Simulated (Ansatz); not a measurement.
One change: `CC1=NC1` becomes `[InH2][C]1=NC1`.

Ansatz, PBE0-D4/def2-TZVP geometries, multiplicity 1. 

Elements past krypton have def2 core potentials.

```json
{"property": "HOMO–LUMO gap (PBE0/def2-TZVPP) / eV", "`CC1=NC1`": "7.64"}
{"property": "zero-point energy (PBE0-D4/def2-TZVP) / kJ/mol", "`CC1=NC1`": "193.4"}
{"property": "HOMO energy (PBE/def2-TZVPP) / eV", "`CC1=NC1`": "-6.25"}
{"property": "size of the dipole moment (ωB97M-V/def2-TZVPP) / D", "`CC1=NC1`": "2.74"}
{"property": "HOMO energy (PBE0/def2-TZVPP) / eV", "`CC1=NC1`": "-7.61"}
{"property": "size of the dipole moment (B3LYP/def2-TZVPP) / D", "`CC1=NC1`": "2.74"}
```

Problem. Give the same properties after the change, and the shifts. (Estimate.)

Solution. The calculation gave: 
```csv
property,`[InH2][C]1=NC1`,shift
HOMO–LUMO gap (PBE0/def2-TZVPP) / eV,4.86,-2.78
zero-point energy (PBE0-D4/def2-TZVP) / kJ/mol,123.4,-70.0
HOMO energy (PBE/def2-TZVPP) / eV,-5.82,0.43
size of the dipole moment (ωB97M-V/def2-TZVPP) / D,2.70,-0.04
HOMO energy (PBE0/def2-TZVPP) / eV,-7.00,0.61
size of the dipole moment (B3LYP/def2-TZVPP) / D,2.58,-0.16
```

With PBE0 the HOMO rises by 0.61 eV and the LUMO falls by 2.17 eV, so the gap narrows by about 2.78 eV. PBE moves the HOMO by 0.43 eV and ωB97M-V by 0.74 eV. The zero-point energy changes by -70.0 kJ/mol with -3 modes. Dipoles are sizes alone; their direction can turn.

B3LYP here is the variant with VWN-RPA as its local correlation; programs differ in this.
